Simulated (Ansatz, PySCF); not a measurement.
Gas-phase reaction 3 R1 → 3 P1 + P2, each structure at its B3LYP-D3(BJ)/def2-TZVP stationary point, reached from a drawn start (curvature not checked).
R1, C2H6 (SMILES CC) (charge 0, multiplicity 1, Z-matrix in Å and degrees):
```
C
H 1 1.0919
H 1 1.0919 2 107.55
H 1 1.0919 2 107.55 3 -115.58
C 1 1.5261 2 111.33 3 122.21
H 5 1.0919 1 111.33 2 60.00
H 5 1.0919 6 107.55 1 -122.21
H 5 1.0919 6 107.55 7 -115.58
```
P1: CH4 (SMILES C), charge 0, multiplicity 1.
P2: C3H6 (SMILES C1CC1), charge 0, multiplicity 1.

| level | reaction energy (eV) | minus CCSD(T)/cc-pVQZ |
|---|---|---|
| PBE-D3(BJ)/def2-TZVPP | 1.001 | -0.049 |
| BLYP/def2-TZVPP | 0.889 | -0.161 |
| BLYP-D3(BJ)/def2-TZVPP | 0.980 | -0.070 |
| BLYP-D4/def2-TZVPP | 0.974 | -0.076 |
| revPBE/def2-TZVPP | 0.848 | -0.202 |
| revPBE-D3(BJ)/def2-TZVPP | 0.968 | -0.082 |
| r2SCAN/def2-TZVPP | 0.980 | -0.071 |
| r2SCAN-D3(BJ)/def2-TZVPP | 0.992 | -0.058 |
| r2SCAN-D4/def2-TZVPP | 0.989 | -0.061 |
| B3LYP-D4/def2-TZVPP | 1.027 | -0.023 |
| PBE0-D3(BJ)/def2-TZVPP | 1.058 | 0.008 |
| PBE0-D4/def2-TZVPP | 1.051 | 0.001 |
| BHLYP-D3(BJ)/def2-TZVPP | 1.121 | 0.071 |
| BHLYP-D4/def2-TZVPP | 1.105 | 0.055 |
| M06-2X/def2-TZVPP | 0.935 | -0.116 |
| CAM-B3LYP-D3(BJ)/def2-TZVPP | 1.054 | 0.004 |
| B2PLYP-D4/def2-TZVPP | 1.024 | -0.026 |
| CCSD/cc-pVDZ | 1.162 | 0.112 |
| CCSD/cc-pVTZ | 1.067 | 0.017 |
| CCSD(T)/cc-pVQZ | 1.050 | 0.000 |

 The comparison column counts from a level with limits of its own.

P less R. No zero-point or thermal terms.

Correlated levels freeze the cores.

The values were computed with Ansatz (an electronic-structure program); PySCF for M06-2X and the D3/D4 terms. No computed number here is a measurement.
